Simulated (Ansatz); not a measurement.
System: thiophen-3-amine, C4H5NS, charge 0, multiplicity 1. SMILES: Nc1ccsc1
Structure (B3LYP-D3(BJ)/def2-TZVP (Ansatz, an electronic-structure program) minimum search):
```
C
C 1 1.3708
H 2 1.0775 1 127.81
N 1 1.3981 2 125.65 3 -3.22
H 4 1.0085 1 114.35 2 20.75
H 4 1.0088 5 110.89 1 -130.60
C 1 1.4293 2 111.87 3 -179.78
C 7 1.3628 1 112.78 2 -0.04
H 8 1.0773 7 127.72 1 179.98
H 7 1.0812 8 123.74 9 0.56
S 8 1.7145 9 120.41 7 179.60
```

Wanted: vertical triplet-singlet gap (E(triplet) - E(singlet); each state is the SCF solution reached for its spin; the UHF <S^2> is 2.18 for the triplet (pure: 2.00); for the singlet the Hartree-Fock reference is unstable and T1 is 0.013), in kJ/mol. Correlated levels leave the core frozen unless marked. UHF or UKS for open shells. Spin-orbit coupling is left out. Non-relativistic. CBS marks a two-point X^-3 extrapolation of the correlation energy; Hartree-Fock from the larger set. The bracket is a focal-point correction in the basis named.

```
level                                        program  vertical triplet-singlet gap (kJ/mol)
-------------------------------------------  -------  -------------------------------------
HF/aug-cc-pV(Q+d)Z                            Ansatz                                  268.7
PBE0/def2-TZVPD                               Ansatz                                  333.1
CAM-B3LYP/def2-TZVPD                          Ansatz                                  336.6
wB97X-V/def2-TZVPD                            Ansatz                                  347.8
B2PLYP/def2-TZVPD                             Ansatz                                  356.2
RI-MP2/aug-cc-pV(Q+d)Z                        Ansatz                                  426.9
RI-MP2/CBS(aug-cc-pV(T+d)Z,aug-cc-pV(Q+d)Z)   Ansatz                                  428.5
```

Estimate the value at RI-MP2/CBS(aug-cc-pV(T+d)Z,aug-cc-pV(Q+d)Z)+[CCSD(T)-MP2]/aug-cc-pV(T+d)Z as computed with Ansatz.

366.1 kJ/mol
